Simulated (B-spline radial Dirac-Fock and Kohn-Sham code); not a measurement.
Elastic and transport cross sections of hydrogen for electrons

Model: relativistic (Dirac) partial waves in the static field of the Dirac-Fock atom with Furness-McCarthy exchange, without polarisation or absorption potentials. Program: a radial atomic solver. σ_tr1 and σ_tr2 weight the cross section with 1 − P₁ and 1 − P₂ of cos θ; "backward" is the share scattered beyond 90°.

```
energy (eV)   σ (a₀²)  σ_tr1 (a₀²)  σ_tr2 (a₀²)  σ/σ_tr1  backward (%)
       9610    0.0107     8.62e-05     0.000221      124         0.059
      10000    0.0103     8.02e-05     0.000206      128         0.056
      13500   0.00769     4.62e-05     0.000119      167         0.041
      14200   0.00733     4.21e-05     0.000109      174         0.039
      15600   0.00670     3.54e-05     9.18e-05      189         0.035
      17500         ?            ?            ?        ?             ?
      20000   0.00529     2.24e-05     5.85e-05      236         0.027
      22700   0.00469     1.78e-05     4.65e-05      264         0.024
      28700   0.00377     1.16e-05     3.04e-05      326         0.018
      30000   0.00362     1.07e-05     2.81e-05      340         0.018
      33800   0.00325     8.58e-06     2.27e-05      379         0.015
      34500   0.00319     8.26e-06     2.18e-05      386         0.015
      35300   0.00312     7.92e-06     2.10e-05      394         0.015
      36500   0.00303     7.46e-06     1.97e-05      406         0.014
      42400   0.00265     5.68e-06     1.51e-05      467         0.012
      50000   0.00229     4.21e-06     1.12e-05      544        0.0098
      51000   0.00225     4.07e-06     1.08e-05      554        0.0096
      70800   0.00171     2.26e-06     6.07e-06      757        0.0065
      91300   0.00139     1.44e-06     3.89e-06      970        0.0047
      95000   0.00135     1.34e-06     3.63e-06     1010        0.0045
     100000   0.00130     1.22e-06     3.32e-06     1060        0.0042
     101000   0.00129     1.20e-06     3.26e-06     1070        0.0042
     140000   0.00102     6.83e-07     1.87e-06     1490        0.0027
     151000  0.000966     6.00e-07     1.64e-06     1610        0.0024
     153000  0.000957     5.87e-07     1.61e-06     1630        0.0024
     200000  0.000807     3.73e-07     1.03e-06     2160        0.0016
     300000  0.000647     1.91e-07     5.33e-07     3380       0.00088
```

Problem. Fill in the row for 17.5 keV.

Solution. σ = 0.00600 a₀², σ_tr1 = 2.86e-05 a₀², σ_tr2 = 7.45e-05 a₀², σ/σ_tr1 = 209, backward 0.031 %. The ratio σ/σ_tr1 is roughly the number of elastic collisions that randomise the direction.

Values without a named source are computed, but for edge energies of neutral atoms, which are taken from tables.
